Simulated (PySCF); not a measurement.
H5NSeSi.

```xyz
8

Se     0.4857     0.5269     0.0000
N     -1.3245     1.1596     0.0000
H     -1.4141     1.7716     0.8243
H     -1.4141     1.7716    -0.8243
Si    -0.2360    -1.6549     0.0000
H      1.0004    -2.5159     0.0000
H     -1.0555    -1.9463     1.2258
H     -1.0555    -1.9463    -1.2258
```
Charge 0, spin multiplicity 1.

The structure is a stationary point at PBE-D3(BJ)/def2-SVP. The values are those of a single conformer.

These are PySCF with HF/pcSseg-1 values and carry that method's errors. Non-relativistic, no solvent.

Computed absolute GIAO shielding of each atom: isotropic value and principal components (ppm):
```json
[
 {"atom": "Se1", "σ(iso)": "1688.5", "σ11": "912.6", "σ22": "1401.5", "σ33": "2751.4", "span": "1838.8"},
 {"atom": "N2", "σ(iso)": "283.8", "σ11": "257.9", "σ22": "278.6", "σ33": "314.9", "span": "57.0"},
 {"atom": "H3", "σ(iso)": "30.5", "σ11": "20.0", "σ22": "27.2", "σ33": "44.4", "span": "24.4"},
 {"atom": "H4", "σ(iso)": "30.5", "σ11": "20.0", "σ22": "27.2", "σ33": "44.4", "span": "24.4"},
 {"atom": "Si5", "σ(iso)": "438.8", "σ11": "392.2", "σ22": "438.3", "σ33": "485.8", "span": "93.6"},
 {"atom": "H6", "σ(iso)": "27.2", "σ11": "23.7", "σ22": "24.5", "σ33": "33.4", "span": "9.7"},
 {"atom": "H7", "σ(iso)": "27.0", "σ11": "22.8", "σ22": "25.3", "σ33": "32.8", "span": "9.9"},
 {"atom": "H8", "σ(iso)": "27.0", "σ11": "22.8", "σ22": "25.3", "σ33": "32.8", "span": "9.9"}
]
```
